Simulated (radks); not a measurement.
Q: The tellurium anion Te2-, [Xe], held by a Watson sphere: a shell of charge +2 at radius R that stands for the Madelung well of a crystal (potential energy -2/R inside, -2/r outside, in hartree with lengths in bohr). Method: scalar-relativistic Kohn-Sham, r2SCAN, spin-polarised, spherical densities, finite nucleus; meta-GGA in the generalised Kohn-Sham scheme; Fermi nuclear charge, rms radius of each element as measured or else 0.836 A^(1/3) + 0.57 fm; computed with a radial shooting solver on a logarithmic mesh with Libxc functionals.

| R (bohr) | e(4d) (eV) | e(5s) (eV) | e(5p) (eV) | <r> 5p (bohr) | sum of <r^2> (bohr^2) | X-ray form factor at sin(theta)/lambda = 0.1 1/angstrom |
|---|---|---|---|---|---|---|
| 2.83 | -41.289 | -16.007 | -7.125 | 2.701 | 80.09 | 49.177 |
| 3.48 | -40.492 | -14.698 | -6.145 | 2.855 | 86.85 | 48.936 |
| 3.52 | -40.450 | -14.626 | -6.085 | 2.864 | 87.25 | 48.923 |
| 3.56 | -40.407 | -14.556 | -6.025 | 2.873 | 87.64 | 48.911 |
| 4.14 | -39.827 | -13.643 | -5.198 | 2.988 | 93.14 | 48.753 |
| 5.27 | -38.824 | -12.300 | -3.847 | 3.166 | 102.7 | 48.554 |
| 5.46 | -38.674 | -12.117 | -3.655 | 3.191 | 104.2 | 48.531 |

Estimate the row for R = 4.17 bohr.

A: e(4d) (eV) -39.798; e(5s) (eV) -13.601; e(5p) (eV) -5.158; <r> 5p (bohr) 2.993; sum of <r^2> (bohr^2) 93.41; X-ray form factor at sin(theta)/lambda = 0.1 1/angstrom 48.746.
